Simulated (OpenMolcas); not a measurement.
A calculation on Hf.

```json
{
 "Program": "OpenMolcas 26.06",
 "Method": "SS-CASPT2, IPEA 0.25 Eh, imaginary shift 0.1 Eh (closed shells correlated: 5s 5p)",
 "Basis": "ANO-RCC-VQZP [9s8p6d4f3g2h]",
 "Scalar Hamiltonian": "DKH2, point nucleus",
 "Active space": "4 electrons in 6 orbitals (5d 6s)",
 "State averaging": "2S+1 = 3 even, 55 roots; 2S+1 = 5 even, 10 roots kept (CI in the orbitals of an earlier block); 2S+1 = 1 even, 50 roots kept (CI in the orbitals of an earlier block)",
 "Spin-orbit coupling": "state interaction with AMFI integrals over the reference wave functions, term energies averaged over their components"
}
```

(1) Which level of the active space comes out lowest?

(2) How high does 5d³ 6s ⁵F₁ lie?

(3) How high does 5d² 6s² ¹S₀ lie?

(4) How high does 5d² 6s² ³F₃ lie?

(5) The level at 4610 cm⁻¹ has J = 2. What is it made of, and what is its g factor?

Measured values: NIST Handbook of Basic Atomic Spectroscopic Data.

Results:

(1) 5d² 6s² ³F₂, with 89 % of that term; it is also the measured ground level.

(2) 12610 cm⁻¹ above the lowest level.

(3) 18680 cm⁻¹ above the lowest level; measured 20328 cm⁻¹ above the ground level, so the calculation is off by -8 %.

(4) 2310 cm⁻¹ above the lowest level; measured 2357 cm⁻¹ above the ground level, so the calculation is off by -2 %.

(5) 56 % 5d² 6s² ¹D₂, 34 % 5d² 6s² ³P, 10 % 5d² 6s² ³F; g = 1.137, against 1.000 from Landé's formula for the pure leading term.

Term energies are means over components that CASPT2 splits; among the terms shown or strongly mixed into the levels shown the widest spread is 710 cm-1 (5d² 6s² ³F). Over all roots computed the reference weight is 0.85 to 0.93; the roots of lowest weight are the least certain, and an intruder state may touch them. Terms from blocks run as CI alone lack orbitals of their own. A single d shell beside an s shell can misplace configurations of different d count against each other. Some terms miss by over 15 % even with CASPT2, which points to a basis or an active space too small for the shells correlated. Measured partners are found by configuration, term and J. A level has none where our copy of the source lacks it or the pairing is in doubt (some pairs that miss far off the trend of their configuration count as doubtful), and it then counts in no deviation. Levels of configurations outside the active space are missing.
